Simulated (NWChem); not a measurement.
Molecule: fluoroethane (C$_{2}$H$_{5}$F); SMILES CCF

```xyz
8

C      1.1720    -0.1379     0.2634
C     -0.3217    -0.3966     0.2144
F     -0.9475     0.5971    -0.5343
H      1.6763    -0.9150     0.8495
H      1.5951    -0.1365    -0.7464
H      1.3789     0.8330     0.7254
H     -0.7608    -0.3904     1.2202
H     -0.5441    -1.3640    -0.2536
```
Atoms are numbered in this order, from 1.

Program: NWChem. Geometry optimised at B3LYP/6-31G*; all other runs use it. Pople sets run with spherical d functions.

```
quantity                                                                     level   value
---------------------------------------------------  -----------------------------  ------
anisotropy (bohr³) at 589 nm                                        PBE0/def2-SVPD     3.2
charge (e), Mulliken C2                                        Hartree-Fock/6-31G*    0.16
highest occupied level (eV)                                       BHandHLYP/6-31G*  -10.78
vertical, lowest excitation, singlet (eV)            LRC-wPBEh/6-31+G*, full TDDFT       ?
solvation free energy (kcal/mol) in dichloromethane                PBE/6-31G*, SMD       ?
dipole (D)                                                            B3LYP/6-31G*    1.71
highest harmonic frequency (cm⁻¹)                                     B3LYP/6-31G*       ?
```

Task: Complete the blanks.

Result: 
- vertical, lowest excitation, singlet (eV), value: 8.87
- solvation free energy (kcal/mol) in dichloromethane, value: -2.8
- highest harmonic frequency (cm⁻¹), value: 3138
